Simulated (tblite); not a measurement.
C₆H₇O₂P.
Numbering: `[CH:1]#[C:2][P:3]([CH:4]=[CH2:5])[C:6](=[O:7])[O:8][CH3:9]` (hydrogens: H10 on C1; H11 on C4; H12, H13 on C5; H14, H15, H16 on C9)

Cartesian coordinates in Å at the GFN2-xTB level; atoms count from 1:
```xyz
16
C6H7O2P angstrom
C     -0.921    2.482   -0.782
C     -0.724    1.553   -0.044
P     -0.472    0.293    1.161
C     -1.798   -0.865    0.703
C     -2.969   -0.515    0.198
C      0.893   -0.610    0.290
O      0.977   -1.806    0.207
O      1.804    0.263   -0.118
C      2.978   -0.264   -0.729
H     -1.087    3.267   -1.461
H     -1.563   -1.895    0.943
H     -3.204    0.513   -0.027
H     -3.734   -1.244   -0.016
H      3.667    0.570   -0.834
H      2.734   -0.685   -1.706
H      3.409   -1.047   -0.102
```

Level: GFN2-xTB in tblite, geometry and Hessian alike; calculated harmonic values, unscaled, isolated species. The method is semi-empirical: single wavenumbers can be off by several per cent or more. One conformer, not necessarily the lowest.

Harmonic wavenumbers (cm⁻¹): 32.0, 41.3, 67.7, 84.7, 114.5, 130.7, 183.5, 223.4, 285.5, 297.2, 341.5, 377.9, 458.2, 546.6, 620.8, 642.7, 667.7, 680.3, 720.4, 794.9, 890.2, 979.7, 996.5, 1003.0, 1111.5, 1121.1, 1153.9, 1225.6, 1381.7, 1393.1, 1440.3, 1458.3, 1657.0, 1753.3, 2193.9, 2982.9, 2991.9, 3035.8, 3047.4, 3086.7, 3111.1, 3367.3.

A = 2094, B = 1073, C = 803.7 MHz; mass 142.018 u (most abundant isotopes); point group C1, symmetry number 1.

**Question.** Zero-point energy?

**Answer.** Half the sum of the wavenumbers: 24347 cm⁻¹ = 69.61 kcal/mol.

**Question.** Give the ideal-gas entropy at 298.15 K and 1 bar in the rigid-rotor, harmonic-oscillator model (classical rotation).

**Answer.** Translation 40.79, rotation 29.57, vibration 38.44: S = 108.8 cal/(mol K).

**Question.** And Cp and H(298.15 K) − H(0)?

**Answer.** Cp = 40.60 cal/(mol K), of which vibrations give 32.65 (their classical limit is 42 R = 83.5); H(298.15 K) − H(0) = 7.89 kcal/mol without the zero-point energy, 5.52 from vibrations.

**Question.** Blend soft modes into free rotors: weight 1/[1 + (100 cm⁻¹/ν̃)⁴] for the oscillator and the rest for a rotor with moment μB/(μ + B), μ = h/(8π²ν), B = 10⁻⁴⁴ kg m². What vibrational entropy results?

**Answer.** 33.77 cal/(mol K) in place of 38.44, which changes −T·S at 298.15 K by +1.39 kcal/mol.

**Question.** Which modes carry the vibrational entropy at 298.15 K?

**Answer.** 32.0 cm⁻¹: 5.70; 41.3 cm⁻¹: 5.20; 67.7 cm⁻¹: 4.22; 84.7 cm⁻¹: 3.78; 114.5 cm⁻¹: 3.19; 130.7 cm⁻¹: 2.94 cal/(mol K); the other 36 give 13.42 together.

Hindered rotation and anharmonicity are outside this model. Other conformers, if any are populated, would add a mixing term that is left out. The structure is chiral; the term R ln 2 for an equal mix with its mirror image is left out.
